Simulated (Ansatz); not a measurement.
Gas-phase electronic energies from Ansatz, PBE0-D4/def2-TZVP geometries. CBS: MP2 limit from def2 TZ/QZ plus the TZ coupled-cluster correction, frozen cores. DFT in def2-TZVPP. B3LYP here is the variant with VWN-RPA as its local correlation; programs differ in this. For Ge outer-core shells are correlated without core-valence functions, which leaves a few kJ/mol of doubt a bond. Scalar relativity is left out up to krypton. One conformer a species, not always the lowest.

Consider the cleavage of the Ge–Si bond: `[OH][GeH2][SiH](O)O` + silanol → `[OH][GeH2][O][SiH3]` + `O[SiH2]O`.

`[OH][GeH2][SiH](O)O`:

```xyz
11

O    -1.723   -0.256   -0.991
Ge   -1.172    0.200    0.671
Si    1.134   -0.230    0.247
O     1.865    1.240    0.187
O     1.096   -1.036   -1.179
H    -2.657   -0.114   -1.153
H    -1.592    1.659    0.946
H    -1.892   -0.709    1.691
H     1.854   -1.102    1.209
H     2.813    1.268    0.044
H     0.275   -0.919   -1.672
```

`O[SiH3]`:

Cartesian coordinates in Å:
```
O -1.224 -0.337 0.175
Si 0.384 0.014 0.094
H -1.789 -0.012 -0.526
H 1.007 -0.543 -1.138
H 0.996 -0.605 1.291
H 0.626 1.483 0.104
```

`[OH][GeH2][O][SiH3]`:

Z-matrix (Å, degrees):
```
Ge
O 1 1.769
O 1 1.771 2 108.9
H 1 1.530 2 110.0 3 -114.4
H 1 1.534 2 105.0 3 119.8
Si 2 1.638 1 134.0 3 55.1
H 3 0.960 1 113.2 2 67.9
H 6 1.490 2 110.9 1 36.0
H 6 1.487 2 110.9 1 -84.7
H 6 1.485 2 108.1 1 155.8
```

`O[SiH2]O`:

Z-matrix (Å, degrees):
```
Si
O 1 1.642
O 1 1.642 2 113.5
H 1 1.481 2 111.5 3 116.9
H 1 1.481 2 103.8 3 -121.2
H 2 0.958 1 117.7 3 -66.0
H 3 0.958 1 117.7 2 -66.0
```

| level | ΔE (kcal/mol) |
| --- | --- |
| PBE-D4 | -7.3 |
| r2SCAN-D4 | -11.1 |
| r2SCAN | -11.2 |
| PBE0 | -9.4 |
| B3LYP | -12.1 |
| HF/def2-TZVPP | -19.6 |
| MP2/def2-TZVPP | -14.7 |
| SCS-MP2/def2-TZVPP | -16.2 |

(1) What does CCSD(T)/CBS give? (Estimate.)

Largest T1 diagnostic among the species: 0.012.

## Answers

(1) Computed: -12.5 kcal/mol. The listed levels differ from it by 5.2, 1.4, 1.3, 3.1, 0.4, -7.1, -2.2, -3.7 kcal/mol.

In def2-TZVPP, CCSD(T) changes the Hartree–Fock value by +5.8 kcal/mol (the triples alone add +0.6 kcal/mol) and MP2 by +4.9 kcal/mol. From PBE to PBE0 (25 % exact exchange), in def2-TZVPP and without D4, ΔE moves by −1.7 kcal/mol.
